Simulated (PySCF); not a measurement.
**Deuteron quadrupole couplings in `C#C[C+](C)/C=C\C=C`**

Species: C8H9 (charge +1).
Geometry (GFN2-xTB, Å), atoms numbered from 1 in this order:
```xyz
17
C8H9 angstrom
C     -1.164    2.316    0.312
C     -1.120    1.112    0.222
C     -1.227   -0.275    0.099
C     -2.596   -0.780   -0.101
C     -0.150   -1.163    0.148
C      1.193   -0.896    0.334
C      1.829    0.351    0.545
C      3.167    0.426    0.704
H     -1.160    3.366    0.395
H     -3.255   -0.405    0.686
H     -3.006   -0.372   -1.029
H     -2.639   -1.865   -0.133
H     -0.414   -2.206    0.019
H      1.851   -1.759    0.323
H      1.228    1.247    0.577
H      3.664    1.369    0.864
H      3.793   -0.452    0.675
```

Level: PBE0/pcSseg-1 (PySCF, non-relativistic); Q(2H) = 0.00286 b; rigid geometry, the same for H and D, with no vibrational averaging.

Task: Rank these positions by the coupling χzz of a deuteron there, largest first.
A. H9 (alkyne hydrogen)
B. H17 (vinylic hydrogen)
C. H13 (hydrogen on carbon)
D. H14 (hydrogen on carbon)

Result: A (251 kHz), B (213 kHz), C (206 kHz), D (202 kHz).

Task: Tabulate Vzz, the asymmetry η and χzz = 234.96 MHz × Q × Vzz for every hydrogen position.

Result: 
```json
{"atom": "H9", "bonded to": "C1", "bond length (Å)": "1.054", "Vzz (au)": "0.3730", "η": "0.03", "χzz (kHz)": "251"}
{"atom": "H10", "bonded to": "C4", "bond length (Å)": "1.093", "Vzz (au)": "0.2973", "η": "0.05", "χzz (kHz)": "200"}
{"atom": "H11", "bonded to": "C4", "bond length (Å)": "1.094", "Vzz (au)": "0.2961", "η": "0.05", "χzz (kHz)": "199"}
{"atom": "H12", "bonded to": "C4", "bond length (Å)": "1.086", "Vzz (au)": "0.3064", "η": "0.06", "χzz (kHz)": "206"}
{"atom": "H13", "bonded to": "C5", "bond length (Å)": "1.083", "Vzz (au)": "0.3067", "η": "0.11", "χzz (kHz)": "206"}
{"atom": "H14", "bonded to": "C6", "bond length (Å)": "1.085", "Vzz (au)": "0.3002", "η": "0.04", "χzz (kHz)": "202"}
{"atom": "H15", "bonded to": "C7", "bond length (Å)": "1.080", "Vzz (au)": "0.3144", "η": "0.09", "χzz (kHz)": "211"}
{"atom": "H16", "bonded to": "C8", "bond length (Å)": "1.077", "Vzz (au)": "0.3203", "η": "0.00", "χzz (kHz)": "215"}
{"atom": "H17", "bonded to": "C8", "bond length (Å)": "1.079", "Vzz (au)": "0.3173", "η": "0.01", "χzz (kHz)": "213"}
```

Task: How does χzz go with the bond length over the 9 C–H bonds?

Result: A straight-line fit has a slope of -13.1 kHz for each 0.01 Å, with a correlation coefficient of -0.98, over lengths from 1.054 to 1.094 Å. The longer bonds have the smaller couplings here.

Geometry: GFN2-xTB, one conformer, isolated ion. GFN2-xTB frequencies show an imaginary mode (24i cm⁻¹), so this geometry is no minimum at that level. GFN2-xTB bond lengths can be off by several hundredths of an ångström, more for odd bonds, and the gradients follow them. A larger basis could move these couplings by a tenth or more.

These values come from a run that also computed NMR shieldings. The run took 60 s wall (grids of density and orbitals included) on one thread of an Arm Neoverse N1, shared host, and the process peaked at 0.83 GiB of memory.
